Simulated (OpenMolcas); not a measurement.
Mn3+: CASPT2 settings compared

| Item | Value |
| --- | --- |
| Program | OpenMolcas 26.06 |
| Basis | ANO-R1 [5s3p3d1f] |
| Scalar Hamiltonian | X2C, finite nucleus |
| Active space | 4 electrons in 5 orbitals (3d) |
| State averaging | 2S+1 = 5 even, 5 roots; 2S+1 = 3 even, 35 roots; 2S+1 = 1 even, 28 roots |
| Spin-orbit coupling | RASSI with atomic mean-field integrals over the reference wave functions, term energies averaged over their components |

Methods on the same reference wave functions:
A. CASSCF
B. SS-CASPT2, IPEA 0.4 Eh, sigma1 regulariser 0.1 Eh (closed shells correlated: 3s 3p)
C. XMS-CASPT2, IPEA 0.6 Eh, real shift 0.4 Eh (closed shells correlated: 3s 3p)
D. XMS-CASPT2, IPEA 0.6 Eh, imaginary shift 0.4 Eh (closed shells correlated: 3s 3p)

Energies in cm-1 above 3d4 5D0, the measured ground level; measured values from Corliss and Sugar, J. Phys. Chem. Ref. Data 6, 1253 (1977).

```csv
Level,A,B,C,D,Measured
3d4 5D0,0.0,0.0,0.0,0.0,0.0
3d4 5D1,103,104,104,104,99.0
3d4 5D2,305,308,307,307,287
3d4 5D3,599,602,601,601,552
3d4 5D4,976,979,978,978,886
3d4 3H4,23702,23000,23770,23860,21281
3d4 3H5,23916,23220,23990,24090,21475
3d4 3H6,24158,23480,24240,24340,21679
3d4 3P0,25524,21930,23140,23040,20654
3d4 3P1,26136,22560,23770,23680,21279
3d4 3P2,27238,23660,24870,24780,22325
3d4 3F2,27285,24470,25580,25540,22791
3d4 3F3,27352,24550,25650,25620,22862
3d4 3F4,27471,24670,25770,25740,22959
3d4 3G3,29912,27440,28500,28490,25440
3d4 3G4,30171,27700,28760,28750,25671
3d4 3G5,30382,27930,28990,28980,25878
3d4 1I6,35599,34610,35160,35260,
3d4 1G4,37557,33510,34290,34190,
3d4 3D3,38653,33820,35360,35220,31385
3d4 3D2,38733,33900,35450,35310,31474
3d4 3D1,38816,33980,35520,35390,31581
```

Deviations, from unrounded energies. A percentage is the sum of absolute deviations over the sum of measured energies, with the sign that they share, or ± where signs differ.

```csv
Against measurement,Levels,A,B,C,D
mean absolute deviation (cm-1),19,3700,1500,2400,2300
fine structure of the ground term (%),4,+8.7,+9.3,+9.1,+9.1
other terms of the ground configuration (%),15,+19.2,+7.5,+12.1,+12.0
```

B lies closest to measurement on these levels and A furthest from it. The largest miss of B in the table is 3d4 3D3, by +2400 cm-1. The ranking rests on the paired levels alone, and a cruder setting can come out closer through cancelling errors.

Among B to D the level of the table that moves most is 3d4 3D3, by 1500 cm-1 (lowest in B, highest in C). Moves below CASPT2's spread within the term are not significant.

The mean deviations of B to D differ by less than CASPT2's widest spread within a term (2500 cm-1), so their order carries little weight.

From A to B the spin-free energies of the other terms of 3d4 shown, above 5D, scale by factors of 0.86 to 0.97.

The lowest spin-free term lies below A's lowest term by 0.241 hartree in B, 0.242 hartree in C, 0.242 hartree in D.

CASPT2 does not keep the components of a term degenerate, so their means are used; among the terms shown or strongly mixed into the levels shown the widest spread is 2500 cm-1 (3d4 1G, D). The basis is small and was not contracted for so high a charge. Without dynamic correlation excited terms often stand tens of per cent too high (terms of higher spin than the ground term too low), and those without a measured partner can miss by more than the paired ones (holds for A). The CASPT2 spread within a term exceeds the gap to the next term for 3d4 3H and 3d4 3P, 3d4 1G and 3d4 1I, 3d4 1I and 3d4 3D, so the order of their levels is uncertain (holds for C; D). Computed and measured levels are paired by configuration, term and J; levels that our copy of the source lacks, or whose pairing is in doubt (as where it misses far off the trend of its configuration), stay unpaired and out of the deviations. Levels of configurations outside the active space are missing. Levels that lie high or do not pair safely by name in every column are left out.
